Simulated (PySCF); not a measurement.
C₄H₉O, SMILES C(=[OH+])(C)CC, charge +1.

Geometry: PBE0-D3(BJ)/def2-SVP. The isomer is the one that the SMILES or the coordinates give; other isomers of the formula were not compared. The values are those of a single conformer.

Two levels are set side by side: PBE/def2-TZVP (PySCF) and HF/def2-TZVP (PySCF). Same geometry, gas phase. Differences are taken from unrounded values.

| quantity | PBE |
|---|---|
| orbital gap (eV) | 4.94 |
| highest occupied level (eV) | -13.66 |
| lowest empty level (eV) | -8.71 |
| mean polarisability (bohr³) | 50.8 |

Q: These are the PBE values. What does HF give? (An estimate is asked for; the answer gives what the named calculation found.)

A: 
| quantity | HF | PBE minus HF |
|---|---|---|
| orbital gap (eV) | 15.64 | -10.70 |
| highest occupied level (eV) | -18.85 | 5.19 |
| lowest empty level (eV) | -3.21 | -5.50 |
| mean polarisability (bohr³) | 45.4 | 5.4 |

Without exact exchange PBE keeps part of each electron's self-repulsion, which lifts occupied levels and narrows the gap. Loosely held outer electrons make PBE densities more polarisable. Differences between two approximate levels are no errors against the true value.

Rough cost on one machine, each run with all the roots and properties that it gave: HF against PBE about 1/5.
